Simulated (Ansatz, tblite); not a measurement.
Adding an electron: Be6⁺ (the lowest doublet isomer of a short search). Total charge 1; doublet. Geometry: PBE0/def2-TZVP. Ansatz, gas phase; energy differences of separate SCF runs; the reduced species is a triplet (the singlet lies 0.47 eV higher at PBE0/def2-TZVP).

Cartesian coordinates in Å:
```
Be -1.027 -1.968 -1.002
Be -0.250 1.456 -0.127
Be 0.305 1.006 1.757
Be -0.502 -0.632 0.591
Be 0.068 -0.284 -1.390
Be 1.406 0.424 0.171
```

The xTB rows come from tblite. The structure comes from a short search, and lower isomers may exist.

```json
{"level": "GFN1-xTB", "−HOMO (eV)": "–", "−LUMO (eV)": "–", "vertical EA (eV)": "9.45", "HOMO–LUMO gap (eV)": "–", "remarks": "–"}
{"level": "GFN2-xTB", "−HOMO (eV)": "–", "−LUMO (eV)": "–", "vertical EA (eV)": "2.09", "HOMO–LUMO gap (eV)": "–", "remarks": "–"}
{"level": "r2SCAN/def2-TZVP", "−HOMO (eV)": "9.25", "−LUMO (eV)": "8.19", "vertical EA (eV)": "6.28", "HOMO–LUMO gap (eV)": "1.06", "remarks": "spin-contaminated (⟨S²⟩ 0.84) (+1 doublet), spin-contaminated (⟨S²⟩ 2.15) (triplet)"}
```

(1) Estimate the rows for PBE/def2-TZVP, PBE0/def2-TZVP.

Results:

(1) 
```tsv
level	−HOMO (eV)	−LUMO (eV)	vertical EA (eV)	HOMO–LUMO gap (eV)
PBE/def2-TZVP	9.08	8.42	6.28	0.66
PBE0/def2-TZVP	9.87	7.58	6.18	2.29
```

  HOMO and LUMO are the levels of the spin that leaves or enters (xTB has no such levels and no spin-polarisation term). Other spin states of the ions may lie lower, which would lower the ionisation energy or raise the affinity. Raw xTB energy differences between charge states are shifted by several eV; the methods need an empirical correction for them.
